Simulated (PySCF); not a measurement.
Isomers of C4H10ClFSi2, mass 167.999 u with the commonest isotopes. Computed with PBE0/pcSseg-1 in PySCF (dipole) on a GFN2-xTB geometry, gas phase. One conformer each, none proved a minimum here; rigid rotors.

Task: Order these by rotational constant A, smallest first.
A. `[CH2:1]=[C:2]([CH3:3])[Si@@H:4]([Cl:5])[C@H:6]([F:7])[SiH3:8]` with C1–C2–Si4–Cl5 -26°, C2–Si4–C6–F7 166°
B. `[F:1][C@@H:2]([SiH3:3])[Si@@H:4]([Cl:5])[CH:6]1[CH2:7][CH2:8]1` with F1–C2–Si4–Cl5 66°, C2–Si4–C6–C7 85°
C. `[CH2:1]=[CH:2][CH2:3][Si@@H:4]([Cl:5])[C@H:6]([F:7])[SiH3:8]` with C1–C2–C3–Si4 104°, C2–C3–Si4–Cl5 175°, C3–Si4–C6–F7 -44°
D. `[CH3:1][CH2:2][Si@H:3]([Cl:4])/[C:5]([F:6])=[CH:7]/[SiH3:8]` with C1–C2–Si3–Cl4 -58°, C2–Si3–C5–F6 -168°

Result: B (1217 MHz), A (1243 MHz), C (1341 MHz), D (1874 MHz).

Task: Order these by rotational constant B, largest first.
A. `[CH2:1]=[C:2]([CH3:3])[Si@@H:4]([Cl:5])[C@H:6]([F:7])[SiH3:8]` with C1–C2–Si4–Cl5 -26°, C2–Si4–C6–F7 166°
B. `[F:1][C@@H:2]([SiH3:3])[Si@@H:4]([Cl:5])[CH:6]1[CH2:7][CH2:8]1` with F1–C2–Si4–Cl5 66°, C2–Si4–C6–C7 85°
C. `[CH2:1]=[CH:2][CH2:3][Si@@H:4]([Cl:5])[C@H:6]([F:7])[SiH3:8]` with C1–C2–C3–Si4 104°, C2–C3–Si4–Cl5 175°, C3–Si4–C6–F7 -44°
D. `[CH3:1][CH2:2][Si@H:3]([Cl:4])/[C:5]([F:6])=[CH:7]/[SiH3:8]` with C1–C2–Si3–Cl4 -58°, C2–Si3–C5–F6 -168°

Result: B (958.5 MHz), A (937.7 MHz), C (835.7 MHz), D (568.1 MHz).

Task: Order these by radius of gyration √(Σ m r²/M), smallest first.
A. `[CH3:1][CH2:2][Si@H:3]([Cl:4])/[C:5]([F:6])=[CH:7]/[SiH3:8]` with C1–C2–Si3–Cl4 -58°, C2–Si3–C5–F6 -168°
B. `[CH2:1]=[C:2]([CH3:3])[Si@@H:4]([Cl:5])[C@H:6]([F:7])[SiH3:8]` with C1–C2–Si4–Cl5 -26°, C2–Si4–C6–F7 166°
C. `[CH2:1]=[CH:2][CH2:3][Si@@H:4]([Cl:5])[C@H:6]([F:7])[SiH3:8]` with C1–C2–C3–Si4 104°, C2–C3–Si4–Cl5 175°, C3–Si4–C6–F7 -44°

Result: B (2.306 Å), C (2.344 Å), A (2.560 Å).

```json
{"SMILES": "C=CC[Si@@H](Cl)[C@H](F)[SiH3]", "point group": "C1", "Ia (u·Å²)": "376.79", "Ib (u·Å²)": "604.77", "Ic (u·Å²)": "863.87", "κ": "-0.34", "μa (D)": "0.75", "μb (D)": "0.64", "μc (D)": "1.72"}
{"SMILES": "CC[Si@H](Cl)/C(F)=C/[SiH3]", "point group": "C1", "Ia (u·Å²)": "269.71", "Ib (u·Å²)": "889.58", "Ic (u·Å²)": "1043.05", "κ": "-0.88", "μa (D)": "0.57", "μb (D)": "2.63", "μc (D)": "0.05"}
{"SMILES": "F[C@@H]([SiH3])[Si@@H](Cl)C1CC1", "point group": "C1", "Ia (u·Å²)": "415.18", "Ib (u·Å²)": "527.24", "Ic (u·Å²)": "891.53", "κ": "0.20", "μa (D)": "0.24", "μb (D)": "3.06", "μc (D)": "0.86"}
{"SMILES": "C=C(C)[Si@@H](Cl)[C@H](F)[SiH3]", "point group": "C1", "Ia (u·Å²)": "406.72", "Ib (u·Å²)": "538.98", "Ic (u·Å²)": "840.69", "κ": "0.05", "μa (D)": "0.42", "μb (D)": "2.92", "μc (D)": "0.60"}
```
